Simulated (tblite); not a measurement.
A tight-binding relaxation on `FC(F)(F)C(F)(F)C(F)(F)C#P`.

Computed with GFN2-xTB geometry optimisation, gas phase (tblite 0.8.0). Start geometry: from a force field or distance geometry. The command runs a driver script over a list of jobs; the input below is this job's line of settings and its coordinates in Å.

Command:
```bash
OMP_NUM_THREADS=1 python probes_run.py task.json out
```

Input:
```
{"job": {"kind": "relax", "xc": "GFN2-xTB", "basis": "xTB"}, "charge": 0, "multiplicity": 1}
F     -2.400400    -1.246900    -0.397500
C     -1.632800    -0.134300    -0.119600
F     -1.871300     0.832600    -1.055200
F     -1.984800     0.346600     1.130400
C     -0.146600    -0.545600    -0.124200
F      0.149700    -1.052300    -1.388800
F      0.052200    -1.544200     0.800800
C      0.804400     0.640800     0.184100
F      0.641700     1.639000    -0.755100
F      0.529100     1.144500     1.443100
C      2.195200     0.192600     0.144200
P      3.664900    -0.273400     0.111700
```

Q: Estimate the output.

A: 
```
step      E/eV     max force
  0   -1200.55796    2.063
  1   -1200.75710    1.398
  2   -1200.79374    1.997
  3   -1200.83602    0.505
  4   -1200.84346    0.302
  5   -1200.84870    0.215
  6   -1200.85083    0.175
  7   -1200.85210    0.066
  8   -1200.85234    0.049
  9   -1200.85249    0.036
... (11 lines left out)
 21   -1200.85410    0.022
 22   -1200.85416    0.025
 23   -1200.85422    0.022
 24   -1200.85427    0.018
 25   -1200.85431    0.017
 26   -1200.85434    0.014
 27   -1200.85436    0.016
 28   -1200.85439    0.015
 29   -1200.85441    0.012
 30   -1200.85442    0.008
```

«max force» is the largest atomic force in eV/Å.

Q: From which step on does the largest force stay under 0.1 eV/Å, and how much energy is left to gain from there?

A: From step 7 (0.066 eV/Å), 2.3 meV above the end.

Summary of the converged run: energy lowered by 6.8 kcal/mol over 30 steps; largest atomic force 0.008 eV/Å at the end.

Q: Give the final coordinates.

A: 0.053 Å rms from the input after alignment:
```
atom  x, y, z in Å
F1    -2.3776   -1.2160   -0.3909
C2    -1.6383   -0.1434   -0.1145
F3    -1.9157    0.7834   -1.0252
F4    -2.0175    0.3134    1.0741
C5    -0.1316   -0.5196   -0.1259
F6     0.1696   -1.0318   -1.3375
F7     0.0666   -1.5077    0.7717
C8     0.8484    0.6574    0.1879
F9     0.6133    1.6535   -0.7094
F10    0.5126    1.1728    1.4021
C11    2.2099    0.1874    0.1465
P12    3.6616   -0.3503    0.0951
```

Time: 0.23 s of wall time. Hardware: one thread, Arm Neoverse V1 (aarch64) (shared host).
Labels such as C1 count atoms from 1, the log's own numbers from 0.
